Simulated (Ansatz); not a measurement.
Cartesian coordinates in Å:
```
C -0.1017 -0.0881 1.1213
O -1.0901 -0.3462 0.1286
Ge 0.1035 0.0898 -1.1416
O 1.0447 0.3066 0.3735
H 0.1093 -0.9953 1.7008
H -0.4255 0.7213 1.7872
H 0.5607 -1.0663 -2.0464
H -0.2010 1.3783 -1.9234
```

The species carries charge 0 and has multiplicity 1.

Task: List the B3LYP/def2-TZVPP orbital energies in eV (the Gaussian-basis code of Ansatz). (Estimate.)

Result: Ansatz gave: Occupied: -10851.42, -1355.70, -1206.65, -1206.59, -1206.59, -520.42, -520.42, -279.45, -170.34, -120.68, -120.55, -120.53, -34.34, -34.20, -34.16, -34.11, -34.09, -28.82, -25.67, -18.01, -14.60, -13.36, -12.76, -12.60, -10.37, -10.04, -8.50, -8.49, -7.32. Lowest empty: -1.16, 0.23, 0.91, 2.24, 2.54, 3.22, 3.23, 3.38.

B3LYP here is the variant with VWN-RPA as its local correlation; programs differ in this.
